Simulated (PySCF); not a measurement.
Excitations are Tamm–Dancoff values on a coarser integration grid. The basis has no diffuse functions, so Rydberg states are missing or too high.

Z-matrix (Å, degrees):
```
B
O 1 1.3876
H 2 0.9591 1 114.34
N 1 1.4179 2 116.31 3 -179.94
H 4 1.0026 1 124.43 2 -179.92
H 4 1.0039 5 114.43 1 -179.92
N 1 1.4254 2 121.90 3 0.06
H 7 1.0036 1 123.69 2 0.08
H 7 1.0039 8 113.21 1 -179.95
```
Charge 0, multiplicity 1.

Question: Predict the HOMO–LUMO gap, S1–T1 gap (TDA), S1 excitation (TDA), LUMO, dipole moment, HOMO, T1 excitation (TDA) and total energy from PBE-D3(BJ)/def2-TZVP // B3LYP-D3(BJ)/def2-TZVP (PySCF).

Answer: 
| Property | Result |
|---|---|
| HOMO–LUMO gap | 5.24 eV |
| S1–T1 gap (TDA) | 0.18 eV |
| S1 excitation (TDA) | 5.32 eV |
| LUMO | -0.11 eV |
| dipole moment | 1.80 D |
| HOMO | -5.35 eV |
| T1 excitation (TDA) | 5.13 eV |
| total energy | -212.5625 Ha |
